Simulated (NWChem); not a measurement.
## Atomisation of CH$_{5}$ClFNSi

```
C
H 1 1.1117
H 1 1.1122 2 105.17
N 1 1.4702 2 109.84 3 118.02
H 4 1.0285 1 110.28 2 178.67
H 4 1.0285 5 106.15 1 120.20
Si 1 1.8866 2 110.31 3 -117.82
F 7 1.6426 1 106.49 2 -178.46
H 7 1.4992 8 106.52 5 -96.27
Cl 7 2.0784 9 109.22 8 116.28
```
Charge 0, spin multiplicity 1.

Program: NWChem. All single points use one geometry, from PBE/def2-SVP, a minimum by its harmonic frequencies. It is one conformer; others weren't searched.

Basis set: def2-TZVP. The atomisation energy is electronic alone: no zero-point, thermal, spin-orbit or counterpoise terms. No value is extrapolated to the basis-set limit. Free atoms are single determinants with multiplicities N 4, C 3, Si 3, F 2, Cl 2, H 2.

B3LYP has NWChem's definition, with VWN1-RPA local correlation. The structure started from a generated list of species. The stability of the SCF solutions was not checked.

Question: Order these methods by the atomisation energy they give, lowest first: BHandHLYP, PBE0, B3LYP, BP86.

Answer: BHandHLYP (829.0 kcal/mol), B3LYP (853.5 kcal/mol), PBE0 (857.3 kcal/mol), BP86 (882.2 kcal/mol)
